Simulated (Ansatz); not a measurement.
Sn₃O₄. The state is a singlet with charge 0. Geometry r2SCAN-D4/def2-SVP; atoms count from 1.

```xyz
7

Sn    1.7600    0.8414    0.9052
Sn    0.3610   -0.7990   -1.5589
Sn   -1.9277   -0.3294    1.0093
O    -1.4157   -1.2637   -0.6162
O     0.1730    1.3020   -0.6154
O    -0.4783    1.2211    0.7240
O     1.5277   -0.9724    0.1520
```

In the def2 sets Sn takes a core potential; there is no spin–orbit coupling. The structure holds one bond between oxygen atoms, so isomers without such links may lie far lower. Another isomer (singlet) lies 0.13 eV lower at PBE0-D4/def2-TZVP; other spin states weren't run for this one.

Q: Estimate the Mulliken populations from the PBE0/def2-TZVP orbitals of Ansatz.

A: 
```json
{"atom": "Sn1", "charge (e)": "0.76"}
{"atom": "Sn2", "charge (e)": "0.78"}
{"atom": "Sn3", "charge (e)": "0.83"}
{"atom": "O4", "charge (e)": "-0.74"}
{"atom": "O5", "charge (e)": "-0.42"}
{"atom": "O6", "charge (e)": "-0.45"}
{"atom": "O7", "charge (e)": "-0.76"}
```
Mulliken values and Mayer orders depend strongly on the basis.

Q: And the Mayer bond orders between bonded heavy atoms (over 0.3)?

A: Sn1–O5 0.43 (2.25 Å); Sn1–O6 0.35 (2.28 Å); Sn1–O7 1.06 (1.98 Å); Sn2–O4 0.71 (2.06 Å); Sn2–O5 0.37 (2.31 Å); Sn2–O7 0.72 (2.08 Å); Sn3–O4 1.16 (1.94 Å); Sn3–O6 0.55 (2.14 Å); O5–O6 0.79 (1.49 Å).
